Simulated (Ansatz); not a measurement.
Geometry optimisation, RKS r2SCAN/def2-SVP in Ansatz.

Input file:

```yaml
crystal:
  periodic: [false, false, false]
  atoms:
    - { symbol: Ge, position_ang: [0.0, 0.0, 0.0] }
    - { symbol: F, position_ang: [0.0, 0.0, 1.68] }
    - { symbol: F, position_ang: [1.5842, 0.0, -0.5594] }
    - { symbol: F, position_ang: [-0.7913, 1.3709, -0.5594] }
    - { symbol: F, position_ang: [-0.7913, -1.3709, -0.5594] }
basis:
  gaussian: { orbitals: def2-SVP }
hamiltonian:
  xc: r2scan
relax:
  f_tol: 0.02
  max_steps: 40
```

Run as:

```bash
$ ansatz run input.yaml --threads 2 --pin off --max-ram 3072MiB --backend cpu --events-out ev --progress --plain --runs-dir out
```

Question: Where does it end, and by what steps?

Answer: It converged. After 2 steps the energy has fallen by 0.035 eV; F4 moved furthest, 0.02 Å.

| step | energy less start (eV) | largest force component (eV/Å) | accepted |
| --- | --- | --- | --- |
| 0 | 0.0000 | 0.797 | yes |
| 1 | -0.0281 | 0.335 | yes |
| 2 | -0.0346 | 0.013 | yes |

```xyz
5
Properties=species:S:1:pos:R:3
Ge 0.000 0.000 0.000
F 0.000 0.000 1.701
F 1.604 0.000 -0.566
F -0.801 1.389 -0.567
F -0.801 -1.389 -0.567
```

Whether the end is a true minimum wasn't checked by a vibrational analysis.

The run took 3.8 s on 2 threads of AMD EPYC 9R45 96-Core Processor (Zen 5), with other jobs on the host, peak memory 0.16 GiB.
